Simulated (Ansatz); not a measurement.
C3H6Sn at its PBE0-D4/def2-TZVP geometry, where that method's forces vanish. Charge 0, multiplicity 1. Sn: def2 effective core potential. The bonds changed during the relaxation, so this is another structure than the one it started from.

```xyz
10

C     0.2905    1.4284    0.7434
C     0.2167    0.1378    0.6629
C     0.1769   -1.1854    0.6924
Sn   -0.6032   -1.1025   -1.7522
H     0.6073    1.8881    1.6761
H     0.0461    2.0716   -0.0916
H    -0.6878   -1.7028    1.0967
H     1.0781   -1.7685    0.5293
H     0.6558    0.0674   -2.1682
H    -1.7804    0.1660   -1.3889
```

**Question.** What forces (eV/Å) does ωB97M-V/def2-TZVPP give on these atoms in the Gaussian-basis code of Ansatz? (Best estimate.)

**Answer.** Ansatz gave: 
```
C1   0.009  0.180  0.006
C2   0.015 -0.172  0.068
C3   0.065  0.018  0.199
Sn4 -0.049  0.120 -0.168
H5  -0.034 -0.083 -0.098
H6   0.011 -0.090  0.046
H7   0.060  0.074 -0.068
H8  -0.083  0.079 -0.021
H9  -0.071 -0.060  0.042
H10  0.078 -0.066 -0.006
```
